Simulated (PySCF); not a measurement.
## A computed series M(NH2)3(H2O)

Computed with PySCF 2.14.0, PBE0, def2-SVP on the ligands, density fitting, scalar-relativistic core potentials, no spin-orbit coupling, vacuum. Each member is relaxed from one template within its symmetry. Distances are means of the shortest metal–ligand contacts, charges and spins Mulliken's; removal energies are rigid, with the ligand's formal charge and no counterpoise, so too large; for an anion taken off a cation in vacuum most of it is the attraction of opposite charges, and multiply charged cations can part far more cheaply with an electron moved from ligand to metal. lcecp potentials hold a fixed number of 4f electrons in the core, out of states, spins and gaps.

```csv
metal,basis on the metal,point group,M–NH2 (Å),M–H2O (Å),charge on M (e),dipole (D),removal of one NH2 (eV),unstable modes (below −25 cm⁻¹)
La,lcecp-1-SVP with ECP46,Cs,2.315,2.614,0.89,4.46,9.47,not given
Ce,lcecp-1-SVP with ECP47,Cs,2.298,2.587,0.88,4.48,9.52,not given
Gd,lcecp-1-SVP with ECP53,Cs,2.217,2.461,0.81,4.44,9.89,not given
Bi,def2-SVP with ECP60,Cs,2.180,2.784,0.85,2.11,10.48,not given
```

Problem. A further member has point group Cs, M–NH2 (Å) 2.152, M–H2O (Å) 2.522, charge on M (e) 0.51, dipole (D) 2.67, removal of one NH2 (eV) 10.70, unstable modes (below −25 cm⁻¹) 1. Which metal is it?

Solution. Tl, def2-SVP with ECP60. This is one of several that fit.

From La to Gd the M–NH2 distance shrinks by 0.10 Å, the lanthanide contraction, and the energy to remove one NH2 rises by 0.43 eV.

Members with unstable modes aren't minima as they stand: saddle points kept by symmetry or, where the modes are soft, flat surfaces and noise. One start shape was tried for each, so a minimum needn't be the lowest isomer.
